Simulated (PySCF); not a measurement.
TiClO, SMILES [O]=[Ti+][Cl], charge +1, multiplicity 1. Atoms are numbered in the order given.

```xyz
3

Ti     0.4335     0.5854     0.0000
Cl    -0.1714    -1.4557     0.0000
O     -0.8278     1.4836     0.0000
```
Charge +1, spin multiplicity 1.

The structure is a stationary point at PBE0-D3(BJ)/def2-TZVP. The spin state was assumed, not searched. The isomer is the one that the SMILES or the coordinates give; other isomers of the formula were not compared.

Two levels are set side by side: PBE/pcSseg-2 (PySCF) and PBE0/pcSseg-2 (PySCF). GIAO shifts against H2O (¹⁷O), HCl (³⁵Cl) at the same level; non-relativistic, no solvent, atoms listed together averaged. Without spin–orbit terms, shifts of atoms bonded to Cl or Br come out too high at both levels. Differences are taken from unrounded values.

```json
[
 {"quantity": "δ(³⁵Cl) of Cl2 (ppm)", "PBE0": "1340.7"},
 {"quantity": "δ(¹⁷O) of O3 (ppm)", "PBE0": "1600.6"}
]
```

Q: What does PBE give, and how far is it from PBE0? (Estimate from the structure and the level; the computed values follow.)

A: 
```json
[
 {"quantity": "δ(³⁵Cl) of Cl2 (ppm)", "PBE": "1453.3", "PBE minus PBE0": "112.6"},
 {"quantity": "δ(¹⁷O) of O3 (ppm)", "PBE": "1352.8", "PBE minus PBE0": "-247.9"}
]
```

Rough cost on one machine, each run with all the roots and properties that it gave: PBE0 against PBE within a factor of 2.
